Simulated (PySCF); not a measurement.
SCF from a fresh guess for singlet BiSe₂⁻, at the PBE0 minimum. PySCF input:

```python
from pyscf import gto, scf, dft
mol = gto.M(atom='''
Bi     0.604600     0.000000    -0.000000
Se    -0.790510    -2.080780    -0.000000
Se    -0.790510     2.080780     0.000000''',
    basis={'Bi': 'def2-TZVPD', 'Se': 'def2-TZVPD'},
    ecp={'Bi': 'def2-TZVPD'},
    charge=-1, spin=0)
mf = dft.RKS(mol, xc='PBE0')
mf.grids.atom_grid = (50, 194)
aux = {'Bi': 'def2-universal-JKFIT', 'Se': 'def2-universal-JKFIT'}
mf = mf.density_fit(auxbasis=aux)
mf.conv_tol = 1e-08
mf.diis_space = 10
mf.max_cycle = 60
mf.init_guess = 'minao'
mf.verbose = 4
mf.kernel()
```

Excerpt of the output (cycles and frontier levels):

```
init E= -4980.96054540376
  HOMO = -0.550643969538158  LUMO = -0.526956274336679  gap/eV = 0.64458
cycle= 1 E= -5014.91827097103  delta_E=  -34  |g|= 3.06  |ddm|= 12.4
  HOMO = 0.156118253114658  LUMO = 0.194881090958384  gap/eV = 1.05479
cycle= 2 E= -4960.04364385307  delta_E= 54.9  |g|= 7.53  |ddm|= 74.6
  HOMO = -0.269023134306762  LUMO = -0.210276419593045  gap/eV = 1.59858
cycle= 3 E= -5016.42111412249  delta_E= -56.4  |g|= 1.75  |ddm|= 74.5
  HOMO = -0.0846233384549407  LUMO = 0.0195838302711899  gap/eV = 2.83562
cycle= 4 E= -5017.27192216374  delta_E= -0.851  |g|= 0.759  |ddm|= 2.57
  HOMO = -0.0527199170262352  LUMO = 0.0327574541521184  gap/eV = 2.32596
cycle= 5 E= -5017.27241748356  delta_E= -0.000495  |g|= 0.452  |ddm|= 0.695
  HOMO = -0.0839863402890016  LUMO = 0.0213771466147373  gap/eV = 2.86709
cycle= 6 E= -5017.32613849365  delta_E= -0.0537  |g|= 0.223  |ddm|= 0.418
  HOMO = -0.0703520911836046  LUMO = 0.0320254369896915  gap/eV = 2.78583
cycle= 7 E= -5017.33423196043  delta_E= -0.00809  |g|= 0.0827  |ddm|= 0.193
  HOMO = -0.0608938162290263  LUMO = 0.0434337705003252  gap/eV = 2.83890
cycle= 8 E= -5017.33628846597  delta_E= -0.00206  |g|= 0.0109  |ddm|= 0.142
  HOMO = -0.0621044763784451  LUMO = 0.0425637834378798  gap/eV = 2.84817
cycle= 9 E= -5017.33629951985  delta_E= -1.11e-05  |g|= 0.00636  |ddm|= 0.017
  HOMO = -0.0621677971857131  LUMO = 0.0420854834488476  gap/eV = 2.83688
cycle= 10 E= -5017.33631575114  delta_E= -1.62e-05  |g|= 0.00072  |ddm|= 0.00765
  HOMO = -0.0621901624399753  LUMO = 0.042036801088645  gap/eV = 2.83616
cycle= 11 E= -5017.33631587308  delta_E= -1.22e-07  |g|= 0.000156  |ddm|= 0.000914
  HOMO = -0.062202129961541  LUMO = 0.0420204471930289  gap/eV = 2.83604
cycle= 12 E= -5017.33631588239  delta_E= -9.31e-09  |g|= 2.4e-05  |ddm|= 0.000237
  HOMO = -0.0622037022895822  LUMO = 0.0420165537783488  gap/eV = 2.83598
Extra cycle  E= -5017.3363158822  delta_E= 1.99e-10  |g|= 3.53e-05  |ddm|= 7.04e-05
converged SCF energy = -5017.3363158822
```

No lower solution of this spin was found by a stability analysis within the restricted form, which does not test spin polarisation.

Spin–orbit coupling, left out here, can matter for elements this heavy.

The search for the lowest solution, with the stability check, took 21 s on 4 threads of a shared Arm Neoverse N1 host, with 170 basis functions; the process peaked at 0.5 GiB.
